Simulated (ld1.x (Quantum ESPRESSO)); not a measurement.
# An all-electron radial function and its pseudo partner (lead)

Columns: radius, all-electron u(r) and pseudo u(r) of the 6s shell (level -19.59 eV) of lead in the configuration [Xe] 4f14 5d10 6s2 6p1; LDA (PZ), scalar-relativistic, ultrasoft scheme, ld1.x (Quantum ESPRESSO) 7.5.

```
r (bohr)  all-electron   pseudo
   0.128        0.1800  -0.0773
   0.255       -0.2050  -0.1534
   0.382       -0.1445  -0.2286
   0.510        0.1907  -0.3028
   0.638        0.3775  -0.3748
   0.765        0.3549  -0.4433
   0.893        0.1970  -0.5086
   1.020       -0.0129  -0.5687
   1.148       -0.2243  -0.6236
   1.275       -0.4062  -0.6716
   1.402       -0.5499  -0.7120
   1.530       -0.6552  -0.7443
   1.658       -0.7246  -0.7672
   1.785       -0.7633  -0.7800
   1.912       -0.7779  -0.7823
   2.040       -0.7735  -0.7740
   2.168       -0.7548  -0.7548
   2.295       -0.7260  -0.7260
   2.422       -0.6900  -0.6900
   2.550       -0.6492  -0.6492
   2.678       -0.6059  -0.6059
   2.805       -0.5619  -0.5619
   2.932       -0.5180  -0.5180
   3.060       -0.4749  -0.4749
   3.188       -0.4333  -0.4333
   3.315       -0.3942  -0.3942
```

Question: How many radial nodes do the two functions have?

Answer: The all-electron 6s function has n − l − 1 = 5 (the table is too coarse to show those close to the nucleus); the pseudo-wave has 0, since the states of the same l below it are removed with the core.

Question: At about which radius was the pseudo-wave matched?

Answer: 2.15 bohr, where the columns begin to agree (steps of 0.13 bohr).

Question: Where does each function peak?

Answer: Outermost all-electron maximum near 1.91 bohr, pseudo maximum near 1.91 bohr (to the table’s step).

Question: Is the pseudo-wave norm-conserving?

Answer: No, it belongs to an ultrasoft set: the norm inside the radius is not constrained, and the difference is carried by the augmentation charge.
